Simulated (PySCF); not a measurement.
SeCl: a composite coupled-cluster calculation

State: ²Π, doublet, unpaired electrons π ↑. De refers to Se + Cl. ROHF-based CCSD(T) in PySCF 2.14 with Se cc-pVTZ-PP with ECP10, Cl cc-pV(T+d)Z and Se cc-pVQZ-PP with ECP10, Cl cc-pV(Q+d)Z (frozen core orbitals: 14; scalar-relativistic core potentials). Correlation energies are extrapolated as n⁻³ (n = 3, 4), Hartree–Fock as (n+1)·exp(−9√n).

```csv
Level,Re (Å),ωe (cm⁻¹),ωexe (cm⁻¹),αe (cm⁻¹),De (eV)
CCSD(T)/TZ,2.1420,440.2,1.60,0.000727,2.487
CCSD(T)/QZ,2.1328,444.8,1.58,0.000724,2.648
HF/CBS,2.1283,461.2,1.26,0.000634,1.309
MP2/CBS,2.1140,462.1,1.44,0.000694,2.831
CCSD/CBS,2.1226,455.5,1.48,0.000699,2.562
CCSD(T)/CBS,2.1275,448.7,1.57,0.000722,2.751
```

Question: How much is left between CCSD(T)/QZ and the basis-set limit, and how much do the triples give at the limit?

Answer: CCSD(T)/CBS less CCSD(T)/QZ: -5.3 mÅ in Re, +3.9 cm⁻¹ in ωe and +0.103 eV in De. CCSD(T)/CBS less CCSD/CBS: +4.9 mÅ in Re, -6.8 cm⁻¹ in ωe and +0.189 eV in De.

The T1 diagnostic is 0.021. The state was picked by a PBE0 search and need not be the measured ground state. Spin–orbit coupling, excitations beyond (T) and corrections to the Born–Oppenheimer picture are left out.

The whole job (state search and all basis sets along the bond) took about 7.3 min on 4 threads of Intel Xeon Platinum 8375C @ 2.90GHz (shared host), peak memory 9.8 GiB.
